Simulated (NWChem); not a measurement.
C2H3FO2Si; SMILES O=C1OC[Si@H]1F

```xyz
9

O      1.3533    -1.8375     0.0966
C      0.4828    -1.0203     0.0000
O     -0.8767    -1.2964     0.1923
C     -1.5550    -0.0016     0.0702
Si     0.0823     0.8406    -0.4217
F      0.6563     2.0125     0.5667
H     -2.3594    -0.0684    -0.6897
H     -1.9932     0.2960     1.0448
H      0.2640     1.3277    -1.8290
```
Atoms are numbered in this order, from 1.

Program: NWChem. Structure relaxed at the PBE-D3(BJ)/def2-SVP level. Atomic charges in e: unrestrained fits to the electrostatic potential beside Mulliken populations; buried atoms are poorly determined by the fit.

**Question.** Estimate the computed values for B3LYP/def2-SVP. Quantities: ESP O1; Mulliken O1; ESP C2; Mulliken C2; ESP O3; Mulliken O3; ESP C4; Mulliken C4; ESP Si5; Mulliken Si5; relative RMS misfit of the potential (%).

**Answer.** 
- ESP O1: -0.43
- Mulliken O1: -0.17
- ESP C2: 0.45
- Mulliken C2: 0.06
- ESP O3: -0.32
- Mulliken O3: -0.31
- ESP C4: 0.02
- Mulliken C4: -0.03
- ESP Si5: 0.49
- Mulliken Si5: 0.71
- relative RMS misfit of the potential (%): 20
